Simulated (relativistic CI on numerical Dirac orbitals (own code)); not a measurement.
Computed by Dirac-Coulomb-Breit CI, KLI orbitals optimised for each configuration, model QED, unscaled Slater integrals (own radial code, finite nucleus).

The strongest absorption lines from the ground level of an ion, among the configurations computed and to levels below about 571 eV (vacuum wavelength in nm, gf): 2.4641 (0.46), 2.5560 (0.7), 2.5727 (0.8), 2.5890 (1.4), 2.5960 (1.2), 2.5979 (1.5), 2.6013 (3), 2.6722 (1.1).

Which ion is it?
A. Cr16+
B. Ti14+
C. Ar10+
D. Ca12+

D. Ca12+ has 8 electrons and the ground level 2s²2p⁴ ³P2; the strongest line goes to 2s²2p³3d ³D°3. The pattern of lines fixes the number of electrons, and along that sequence the line energies rise steadily with the charge (about as its square where n changes within one kind of shell, about linearly where n is kept but much faster in heavy ions where fine structure, which grows about as Z⁴, sets the gap, and irregularly where shells cross), which fixes Z. Configurations outside the model, such as inner-shell arrays, can give stronger lines. At this charge energies of transitions that change n are usually good to better than 1 %, and those within a shell (Δn = 0) to a few per cent.

LS names give the leading component of a level, which can be under half, so a name can repeat, a term be missing and a line seem to break the LS rules.
